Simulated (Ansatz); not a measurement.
H$_{4}$Se$_{2}$Sn (`[SeH][SnH2][SeH]`). The species carries charge 0 and has multiplicity 1. Sn: def2 effective core potential. The structure was optimised at the PBE0-D4/def2-TZVP level. It is one conformer, not always the lowest.

```xyz
7

Se    0.809   -1.843    1.065
Sn    0.124    0.525    0.495
Se    0.538    1.110   -1.932
H    -0.436   -2.384    0.502
H    -1.536    0.707    0.833
H     1.134    1.549    1.403
H    -0.632    0.335   -2.365
```

**Question.** What is the dipole moment at PBE/def2-TZVPP? (Best estimate.)

**Answer.** The calculation gave: 1.20 D, with components (-1.14, 0.19, 0.33) D in this frame, pointing from negative to positive charge.

**Question.** And with r2SCAN, B3LYP, ωB97M-V? (Best estimate.)

**Answer.** Computed: r2SCAN 1.33 D, B3LYP 1.24 D, ωB97M-V 1.33 D.

**Question.** Give the Mulliken charges with PBE, B3LYP, ωB97M-V in def2-TZVPP. (Best estimate.)

**Answer.** Ansatz gave: 
```json
{"atom": "Se1", "PBE": "-0.28", "B3LYP": "-0.28", "ωB97M-V": "-0.27"}
{"atom": "Sn2", "PBE": "0.61", "B3LYP": "0.66", "ωB97M-V": "0.52"}
{"atom": "Se3", "PBE": "-0.28", "B3LYP": "-0.28", "ωB97M-V": "-0.27"}
{"atom": "H4", "PBE": "0.07", "B3LYP": "0.06", "ωB97M-V": "0.08"}
{"atom": "H5", "PBE": "-0.09", "B3LYP": "-0.11", "ωB97M-V": "-0.06"}
{"atom": "H6", "PBE": "-0.09", "B3LYP": "-0.11", "ωB97M-V": "-0.06"}
{"atom": "H7", "PBE": "0.07", "B3LYP": "0.06", "ωB97M-V": "0.08"}
```

B3LYP here is the variant with VWN-RPA as its local correlation; programs differ in this.
